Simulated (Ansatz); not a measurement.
Calculated with Ansatz (gas phase, PBE0-D4/def2-TZVP geometries, no zero-point term in ΔE). CCSD(T)/CBS adds triple-zeta CCSD(T) − MP2 to the extrapolated MP2 energy (def2 sets, frozen cores). DFT in def2-TZVPP. B3LYP here is the variant with VWN-RPA as its local correlation; programs differ in this. One conformer a species, not always the lowest.

`C=CB(C)BCl` + `C[SiH2]C=N` → `C[SiH2]BCl` + `C=CB(C)C=N`  (redistribution)

| level | ΔE (kJ/mol) | difference from CCSD(T)/CBS |
| --- | --- | --- |
| PBE-D4 | -16.0 | -0.9 |
| r2SCAN-D4 | -15.2 | -0.1 |
| PBE0-D4 | -15.9 | -0.8 |
| B3LYP-D4 | -13.6 | 1.5 |
| ωB97X-V | -14.2 | 0.9 |
| ωB97M-V | -13.8 | 1.3 |
| B2PLYP | -13.3 | 1.8 |
| PBE0 | -15.3 | -0.2 |
| B3LYP | -12.4 | 2.7 |
| MP2/def2-TZVPP | -14.4 | 0.7 |
| SCS-MP2/def2-TZVPP | -13.6 | 1.5 |
| CCSD/def2-TZVPP | -15.1 | 0.0 |
| HF/def2-QZVPP | -10.8 | 4.3 |
| MP2/def2-QZVPP | -13.6 | 1.5 |
| MP2/CBS(def2) | -13.5 | 1.6 |
| CCSD/CBS(def2) | -14.2 | 0.9 |
| CCSD(T)/CBS | -15.1 | 0 |

Largest T1 diagnostic among the species: 0.012.
